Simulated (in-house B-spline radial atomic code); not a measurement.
**PBEsol excitations of B IV (B3+)**

Method: PBEsol. Computed with a B-spline radial code for spherical atoms: linear response of the closed shell 1s2 with the functional's adiabatic kernel; scalar-relativistic (spin-free one-electron X2C), finite nucleus, no spin-orbit coupling, no double excitations, S, P, D and F terms only.

Command:
```bash
python run_td.py task.json out
```
Settings (radii: box in bohr, nucleus in fm):
```
Z                        5
electrons                2
configuration            1s2
hamiltonian              x2c
method                   pbesol
box_radius               23.08
rms_radius               2.406
intervals                74
```

Time taken, with all properties: 0.1 s on 1 thread of Intel(R) Xeon(R) 6975P-C (Granite Rapids), with other jobs on the host.

The lowest states, in the order of their Tamm-Dancoff energies; the method's threshold (minus the highest occupied level) is 230.14 eV. Labels give the largest channel, * marks a mixed state, and oscillator strengths are full-response dipole values. Semilocal kernels can invert the small singlet-triplet splittings of Rydberg terms. Energies in eV:

```csv
state,full response,Tamm-Dancoff,oscillator strength
1s → 2s 3S,?,?,-
1s → 2s 1S,190.79,190.88,-
1s → 2p 3P,191.99,192.01,-
1s → 2p 1P,194.18,194.20,0.487
1s → 3s 3S,213.55,213.55,-
1s → 3s 1S,214.36,214.38,-
1s → 3p 3P,214.89,214.90,-
1s → 3p 1P,215.40,215.41,0.0971
1s → 3d 3D,216.09,216.09,-
1s → 3d 1D,216.10,216.10,-
1s → 4s 3S,221.30,221.30,-
1s → 4s 1S,?,?,-
1s → 4p 3P,221.84,221.84,-
1s → 4p 1P,222.04,222.04,0.0372
1s → 4d 3D,222.28,222.28,-
1s → 4d 1D,222.28,222.28,-
1s → 4f 3F,222.47,222.47,-
1s → 4f 1F,222.47,222.47,-
```

Task: Where does 1s → 2s 3S lie?

Result: At 187.13 eV in full response, 187.14 eV in Tamm-Dancoff.

Task: Where does 1s → 4s 1S lie?

Result: At 221.61 eV in full response, 221.62 eV in Tamm-Dancoff.

Task: How large is the singlet-triplet splitting of 1s → 2s (S terms) in Tamm-Dancoff?

Result: 3.73 eV, from the unrounded values.

Task: What polarisabilities and dispersion coefficient does the method give?

Result: Dipole 0.02066 bohr³, quadrupole 0.003831 bohr⁵, C6 0.002781 hartree·bohr⁶ for two such species.
